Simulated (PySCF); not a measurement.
Compound: C7H6NSi (doublet state).
Geometry (GFN2-xTB, Å), atoms numbered from 1 in this order:
```
atom  x, y, z in Å
N1    -4.161    0.610   -0.592
C2    -3.034    0.442   -0.430
C3    -1.659    0.239   -0.234
C4    -1.031    0.711    0.929
C5     0.313    0.514    1.115
C6     1.098   -0.161    0.154
Si7    2.890   -0.418    0.406
C8     0.446   -0.628   -1.008
C9    -0.896   -0.435   -1.201
H10   -1.620    1.229    1.672
H11    0.785    0.883    2.015
H12    3.682   -1.105   -0.595
H13    3.542    0.072    1.603
H14    1.023   -1.149   -1.760
H15   -1.382   -0.797   -2.096
```

As a line formula: `N#Cc1ccc([SiH2])cc1` [radical].

Method used: UKS B3LYP, pcH-1 on C H N Si, non-relativistic, mean-field spin-orbit, GIAO in PySCF. Isolated species at its GFN2-xTB geometry, gas phase. The geometry wasn't refined by DFT: couplings that depend on bond lengths, twists or pyramidal angles can differ widely from those at the functional's own minimum, by a factor of two or more for some ions and for spin on atoms past the first row. No stability test was run, so a lower SCF solution isn't excluded.

Task: Break the g tensor into its mass correction, gauge correction and orbital-Zeeman/spin–orbit terms.

Result: 
| Δg (ppm) | 1 | 2 | 3 |
| --- | --- | --- | --- |
| relativistic mass correction | -132 | -132 | -132 |
| gauge correction | -1 | 30 | 33 |
| orbital Zeeman/spin–orbit | 1 | 1488 | 2666 |
| total | -132 | 1385 | 2567 |

So g = 2.00219, 2.00370, 2.00489 and g_iso = 2.00359; the tensor is rhombic: the two nearest values differ by 44 % of g3 − g1. Axes: g1 is normal to the molecular plane and g3 points within 1° of the C6–Si7 bond.

Task: At 9.794 GHz, how far is the centre of the isotropic spectrum from where a free electron (g = 2.002319) resonates?

Result: B = hν/(g μB) with μB/h = 13.99624 MHz/mT gives 349.47 mT for the free electron and 349.25 mT at g_iso, 0.22 mT lower.

Task: What effective moment and Curie constant follow for a powder?

Result: With the mean of g² = 4.0144 and S(S+1) = 0.75: μ_eff = √(⟨g²⟩S(S+1)) = 1.735 μB and χT = 0.12505·⟨g²⟩·S(S+1) = 0.377 cm³ K/mol (cgs; spin-Hamiltonian part alone).

Task: In a frozen sample, at which fields do the three g values resonate at 9.5, 34, 94 and 263 GHz (hyperfine left aside), and which band first spreads them over more than twice a line width of 0.3 mT?

Result: 
| band | GHz | B(g3) mT | B(g2) mT | B(g1) mT | spread mT |
| --- | --- | --- | --- | --- | --- |
| X | 9.5 | 338.55 | 338.75 | 339.01 | 0.46 |
| Q | 34.0 | 1211.65 | 1212.37 | 1213.28 | 1.63 |
| W | 94.0 | 3349.86 | 3351.83 | 3354.38 | 4.52 |
| J | 263.0 | 9372.48 | 9378.01 | 9385.11 | 12.64 |

The spread grows in proportion to the frequency. Q band is the first where it exceeds 0.6 mT.

The Mulliken spin populations are largest on Si7 (+0.93), C3 (+0.15), C5 (+0.12) and C8 (+0.12). The positive populations add up to 1.39 and the negative ones to -0.39, together 2S = 1. The angles at Si7 add up to 360.0°, so it is planar; its axial dipolar tensor and the negative couplings of its protons fit spin in a p orbital normal to that plane.

The HOMO–LUMO gaps are 3.56 eV among the α and 4.65 eV among the β orbitals.
